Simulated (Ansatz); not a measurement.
Problem. Name a neutral molecule of B, C, Ge, Si and H with size of the dipole moment (ωB97M-V/def2-TZVPP) between 0.80 and 1.10 D and HOMO–LUMO gap (B3LYP/def2-TZVPP) between 6.45 and 6.75 eV (Ansatz, PBE0-D4/def2-TZVP geometry).

Solution. `B[CH2][GeH2][SiH3]` (0.97 D, 6.71 eV). Other molecules can fit too; these were computed, each in one conformer that needn't be the lowest.

B3LYP here is the variant with VWN-RPA as its local correlation; programs differ in this.
